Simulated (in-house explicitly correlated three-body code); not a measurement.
Computed with an exponentially correlated three-body code. Model: two electrons around a point charge, non-relativistic, variational in 260 exponentially correlated functions (energies converged to about 1e-7 hartree, or 1e-8 relative for large Z).

For two electrons in a singlet the Kohn-Sham orbital is the square root of half the density, so the exact Kohn-Sham potential and energy parts follow from the density alone, and exchange is minus half the Hartree energy. The Kohn-Sham level equals minus the binding energy of the second electron.

Command:
```bash
python run_hyl.py task.json out
```
Settings (lengths in bohr, energies in hartree):
```
Z                      5
interaction_strength   1
functions              260
states_tried           13
```

Run time, properties included: 73 s on 1 thread of Arm Neoverse N1 (shared host).

**Those bound S and P states to n = 4 that converged, binding against the one-electron ion.**

Given: nuclear charge 5.

Computed: one-electron threshold -12.5 hartree.

```json
{"term": "1 1S", "energy (hartree)": "-22.0309716", "binding (eV)": "259.35", "quantum defect": "0.083829"}
{"term": "2 3S", "energy (hartree)": "-14.7338973", "binding (eV)": "60.787", "quantum defect": "0.1076"}
{"term": "2 1S", "energy (hartree)": "-14.578528", "binding (eV)": "56.56", "quantum defect": "0.038144"}
{"term": "2 3P", "energy (hartree)": "-14.5731377", "binding (eV)": "56.413", "quantum defect": "0.035596"}
{"term": "2 1P", "energy (hartree)": "-14.4772833", "binding (eV)": "53.805", "quantum defect": "-0.011456"}
{"term": "3 3S", "energy (hartree)": "?", "binding (eV)": "?", "quantum defect": "?"}
{"term": "3 1S", "energy (hartree)": "-13.411997", "binding (eV)": "24.817", "quantum defect": "0.038251"}
{"term": "3 3P", "energy (hartree)": "-13.4100685", "binding (eV)": "24.764", "quantum defect": "0.035114"}
{"term": "3 1P", "energy (hartree)": "-13.3827149", "binding (eV)": "24.02", "quantum defect": "-0.010473"}
{"term": "4 3S", "energy (hartree)": "-13.0263369", "binding (eV)": "14.322", "quantum defect": "0.10136"}
{"term": "4 1S", "energy (hartree)": "-13.0097268", "binding (eV)": "13.87", "quantum defect": "0.038348"}
{"term": "4 3P", "energy (hartree)": "?", "binding (eV)": "?", "quantum defect": "?"}
{"term": "4 1P", "energy (hartree)": "-12.9974921", "binding (eV)": "13.537", "quantum defect": "-0.010069"}
```

Task: What belongs in the row 3 3S?

Result: energy (hartree): -13.4531043; binding (eV): 25.935; quantum defect: 0.10282.

Task: What belongs in the row 4 3P?

Result: energy (hartree): -13.0088462; binding (eV): 13.846; quantum defect: 0.034922.

**Converged states only, values per electron or pair.**

| term | mean r (bohr) | mean r squared (bohr²) | mean inverse r (1/bohr) | mean r12 (bohr) | mean inverse r12 (1/bohr) | mean cosine | mean p1 dot p2 (bohr⁻²) | delta r1 (bohr⁻³) | delta r12 (bohr⁻³) |
| --- | --- | --- | --- | --- | --- | --- | --- | --- | --- |
| 1 1S | 0.32456 | 0.14197 | 4.6877 | 0.48244 | 2.8147 | -0.026437 | 0.55275 | 34.759 | 3.3129 |
| 2 3S | 0.82715 | 1.1279 | 3.0309 | 1.4021 | 0.84125 | -0.0084218 | 0.038831 | 21.592 | - |
| 2 1S | 0.87293 | 1.2788 | 3.0093 | 1.481 | 0.93572 | -0.01159 | 0.046229 | 21.411 | 0.50511 |
| 2 3P | ? | ? | ? | ? | ? | ? | ? | ? | - |
| 2 1P | 0.78339 | 1.022 | 2.9956 | 1.2947 | 1.0016 | 0.031876 | 1.1528 | 19.943 | 0.11038 |
| 3 3S | 1.7273 | 5.7083 | 2.7309 | 3.1744 | 0.4024 | -0.0026883 | 0.011146 | 20.371 | - |
| 3 1S | 1.7949 | 6.2081 | 2.7251 | 3.3065 | 0.42725 | -0.0036894 | 0.014079 | 20.334 | 0.14819 |
| 3 3P | 1.6736 | 5.4119 | 2.7255 | 3.0709 | 0.43524 | -0.016701 | -0.30538 | 19.833 | - |
| 3 1P | 1.7236 | 5.7657 | 2.7211 | 3.1621 | 0.44592 | 0.0081543 | 0.31099 | 19.903 | 0.036617 |
| 4 3S | 3.0024 | 18.363 | 2.6286 | 5.7156 | 0.23307 | -0.0011481 | 0.0046152 | 20.091 | - |
| 4 1S | ? | ? | ? | ? | ? | ? | ? | ? | ? |
| 4 3P | 2.9732 | 18.145 | 2.6264 | 5.6587 | 0.24608 | -0.0066698 | -0.11997 | 19.87 | - |
| 4 1P | 3.0394 | 19.001 | 2.6246 | 5.7878 | 0.25074 | 0.0032569 | 0.1268 | 19.897 | 0.015989 |

Task: What belongs in the row 2 3P?

Result: mean r (bohr): 0.74871; mean r squared (bohr²): 0.92287; mean inverse r (1/bohr): 3.0117; mean r12 (bohr): 1.2619; mean inverse r12 (1/bohr): 0.9708; mean cosine: -0.066064; mean p1 dot p2 (bohr⁻²): -1.2644; delta r1 (bohr⁻³): 19.652.

Task: What belongs in the row 4 1S?

Result: mean r (bohr): 3.0927; mean r squared (bohr²): 19.548; mean inverse r (1/bohr): 2.6262; mean r12 (bohr): 5.895; mean inverse r12 (1/bohr): 0.243; mean cosine: -0.0015846; mean p1 dot p2 (bohr⁻²): 0.0059786; delta r1 (bohr⁻³): 20.078; delta r12 (bohr⁻³): 0.062001.

**Electric-dipole lines between converged S and P states, rate of the upper state's decay.**

```csv
s state,p state,p minus s (eV),oscillator strength from s,rate (1/s)
1 1S,2 1P,205.55,0.60891,3.721e+11
1 1S,3 1P,235.33,0.13539,1.0845e+11
1 1S,4 1P,245.81,0.051964,4.5415e+10
2 1S,2 1P,2.755,0.11437,1.2556e+07
2 1S,3 1P,32.54,0.33371,5.1107e+09
2 1S,4 1P,43.022,0.087056,2.3306e+09
3 1S,2 1P,-28.988,-0.068544,2.4993e+09
3 1S,3 1P,0.79681,0.19809,1.8191e+06
3 1S,4 1P,?,?,?
4 1S,2 1P,-39.934,-0.014429,9.9844e+08
4 1S,3 1P,-10.15,-0.152,6.7944e+08
4 1S,4 1P,0.33292,0.27537,441460
2 3S,2 3P,4.3745,0.16263,4.5012e+07
2 3S,3 3P,?,?,?
2 3S,4 3P,46.941,0.079019,2.5184e+09
3 3S,2 3P,-30.478,-0.075438,3.0406e+09
3 3S,3 3P,1.1711,0.27171,5.3897e+06
3 3S,4 3P,12.089,0.31029,6.5589e+08
4 3S,2 3P,-42.091,-0.015223,1.1702e+09
4 3S,3 3P,-10.442,-0.17014,8.0498e+08
4 3S,4 3P,0.47595,0.37385,1.2249e+06
```

Task: What belongs in the row 3 1S 4 1P?

Result: p minus s (eV): 11.279; oscillator strength from s: 0.35707; rate (1/s): 6.5706e+08.

Task: What belongs in the row 2 3S 3 3P?

Result: p minus s (eV): 36.023; oscillator strength from s: 0.29121; rate (1/s): 5.4659e+09.

**Density and exact potentials over r, pair density (one pair, times 4 pi r12^2) and exact minus Kohn-Sham pair density over r12.**

```
radius (bohr)  radial density (electrons/bohr)  exchange potential (hartree)  intracule density (1/bohr)  Coulomb hole against Kohn-Sham (1/bohr)  correlation potential (hartree)
       0.0413                          0.98789                       -4.5862                    0.071892                                 -0.01356                           -0.038
        0.048                           1.2488                       -4.5549                    0.096804                                 -0.01761                           -0.035
       0.0557                           1.5585                       -4.5152                     0.12967                                 -0.02261                           -0.031
       0.0647                           1.9244                       -4.4645                     0.17351                                 -0.02878                           -0.026
       0.0751                           2.3409                       -4.4011                      0.2309                                 -0.03613                           -0.021
       0.0872                           2.8031                        -4.322                     0.30576                                 -0.04464                           -0.014
        0.101                           3.2863                       -4.2265                     0.40014                                 -0.05389                           -0.007
        0.118                           3.8019                       -4.1036                     0.52657                                 -0.06402                                0
        0.137                           4.2636                       -3.9622                     0.67656                                 -0.07303                            0.007
        0.159                           4.6459                       -3.7967                     0.85477                                  -0.0798                            0.013
        0.184                           4.8964                       -3.6102                      1.0539                                 -0.08244                            0.018
        0.214                           4.9773                       -3.3931                      1.2752                                 -0.07889                            0.021
        0.248                           4.8461                       -3.1598                      1.4882                                 -0.06764                            0.022
        0.288                           4.4884                       -2.9061                      1.6736                                   -0.048                            0.021
        0.334                           3.9309                       -2.6437                       1.793                                 -0.02215                            0.019
        0.388                           3.2177                       -2.3745                      1.8138                                 0.006031                            0.015
        0.451                           2.4362                       -2.1083                      1.7096                                  0.03004                            0.011
        0.523                           1.6977                       -1.8576                       1.485                                  0.04364                            0.007
        0.608                                ?                             ?                           ?                                        ?                                ?
        0.706                                ?                             ?                           ?                                        ?                                ?
        0.819                          0.28812                       -1.2176                     0.49673                                  0.02112                            0.001
        0.951                           0.1193                       -1.0505                      0.2573                                 0.009134                            0.001
```

Task: What belongs in the row 0.608?

Result: radial density (electrons/bohr): 1.0609; exchange potential (hartree): -1.6204; intracule density (1/bohr): 1.1646; Coulomb hole against Kohn-Sham (1/bohr): 0.04458; correlation potential (hartree): 0.004.

Task: What belongs in the row 0.706?

Result: radial density (electrons/bohr): 0.5907; exchange potential (hartree): -1.4067; intracule density (1/bohr): 0.81342; Coulomb hole against Kohn-Sham (1/bohr): 0.03498; correlation potential (hartree): 0.002.
